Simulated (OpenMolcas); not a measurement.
Cu2+ (d9) in a complex was computed by CASSCF with the d shell active (OpenMolcas, ANO-RCC-VTZP on the metal). Its lowest spin-free states, and all those of the highest spin:

```csv
2S+1,Degeneracy,E (cm-1)
2,2,0.0
2,3,2580
```

Question: Is the site octahedral, tetrahedral or cube-like, axial, or of lower symmetry?

Answer: The states with 2S+1 = 2 have orbital degeneracies 2, 3. Threefold states need a cubic site. For d9 at this spin an octahedron puts the twofold E below the threefold T2 and a tetrahedron or cube puts the threefold T2 below the twofold E, so the site is octahedral. The first gap at this spin, 2580 cm-1, is |10Dq| in ligand-field theory. The run had Cu2+ with 6 ligands (bromide) in octahedral coordination (Oh) at 2.64 Å. A charge of +0.667 e stands 2.8 Å behind each ligand. Ligand basis ANO-RCC-VDZP.

An orbital doublet at a regular site is open to a Jahn-Teller distortion, which this geometry leaves out. Ligand-to-metal charge-transfer states are missing. With metal d orbitals alone and no dynamic correlation the field as a rule comes out too small, by tens of per cent, by up to half for chloride and softer ligands, and the orbital part of g and χT, which goes as 1/10Dq, too large. No measured value stands beside these numbers; the geometry was imposed, not optimised, and the real ion may take another.
